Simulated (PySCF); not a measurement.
The same groups moved round the core (furan mercapto+boryl). Gas-phase values, no solvent. One relaxed conformer stands for each flexible species; it need not be the lowest. Strings in code marks are SMILES.

The LUMO from two functionals at the same geometries (PBE0-D3(BJ)/def2-SVP), both in PySCF: PBE-D3(BJ)/def2-TZVP and PBE0-D3(BJ)/def2-TZVP. 

```tsv
species	PBE0-D3(BJ)/def2-TZVP (eV)
`c1oc(B)cc1S`	-2.13
`Bc1ccc(S)o1`	-1.87
`Bc1ccoc1S`	-1.79
`Bc1coc(S)c1`	-1.82
`Bc1cocc1S`	-1.90
`Bc1occc1S`	-2.02
```

**Question.** What does PBE-D3(BJ)/def2-TZVP give for each?

**Answer.** 
- `c1oc(B)cc1S`: -2.99
- `Bc1ccc(S)o1`: -2.69
- `Bc1ccoc1S`: -2.66
- `Bc1coc(S)c1`: -2.75
- `Bc1cocc1S`: -2.82
- `Bc1occc1S`: -2.83
Over these rows, drawn at random from the members with no instability flagged (it was tested for open shells, ions and some series alone), PBE minus PBE0-D3(BJ): mean -0.87 eV, from -0.93 eV to -0.80 eV.
